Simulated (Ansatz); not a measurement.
The same path of C2H9NSi + H2S (16 atoms, charge 0, multiplicity 1) was run 3 times with different band settings. Lost on the way: Si1–N2, H8–S9. Made: Si1–S9, N2–H8.

The calculation used Ansatz, RKS PBE/6-31G.

Relaxed end points:

```xyz
16
Properties=species:S:1:pos:R:3
Si -1.679 0.679 -0.182
N -0.064 -0.161 0.091
C 0.196 -0.650 1.472
C 0.350 -1.140 -0.950
H -1.610 1.300 -1.554
H -1.822 1.710 0.907
H -2.833 -0.309 -0.123
H 0.982 0.933 -0.019
S 2.131 1.961 -0.038
H -0.059 0.139 2.196
H -0.383 -1.564 1.709
H 1.273 -0.872 1.571
H -0.205 -2.096 -0.872
H 0.184 -0.710 -1.951
H 1.429 -1.342 -0.837
H 2.109 2.122 -1.420
```

```xyz
16
Properties=species:S:1:pos:R:3
Si -2.170 1.664 -0.338
N 1.263 -0.301 0.135
C 0.738 -0.869 1.410
C 0.983 -1.120 -1.079
H -2.474 0.687 -1.474
H -3.105 2.844 -0.509
H -2.608 0.931 0.930
H 2.268 -0.090 0.213
S -0.065 2.338 -0.271
H 0.979 -0.178 2.230
H -0.357 -0.944 1.330
H 1.162 -1.867 1.617
H -0.109 -1.192 -1.203
H 1.397 -0.604 -1.957
H 1.412 -2.133 -0.997
H 0.685 0.833 -0.038
```

Common settings: movable images 5; climbing image yes; optimiser quadratic models (default); start path through a guess of the saddle point; force threshold 0.03 eV/Å; iteration limit 60; end points relaxed.

| run | spring |
| --- | --- |
| 1 | 5.0 eV/Å² |
| 2 | 0.1 eV/Å² |
| 3 | 0.5 eV/Å² |

(1) What does each run give, and how far can it be trusted?

## Answers

(1) Run 1: converged after 33 iterations, highest image 0.121 eV above the first end. A vibrational analysis at the climbing image gives one clearly imaginary mode, 88i cm⁻¹: a first-order saddle point.
Run 2: converged after 26 iterations, highest image 0.121 eV above the first end. Another band between the same ends (5 images) ends at a top of the same energy, where a vibrational analysis finds 1 clearly imaginary mode.
Run 3: converged after 29 iterations, highest image 0.121 eV above the first end. Another band between the same ends (5 images) ends at a top of the same energy, where a vibrational analysis finds 1 clearly imaginary mode.
The orbitals stay closed-shell, which can raise the energy where a bond breaks towards radicals; this wasn't checked here. Limits of this set-up: no polarisation functions.
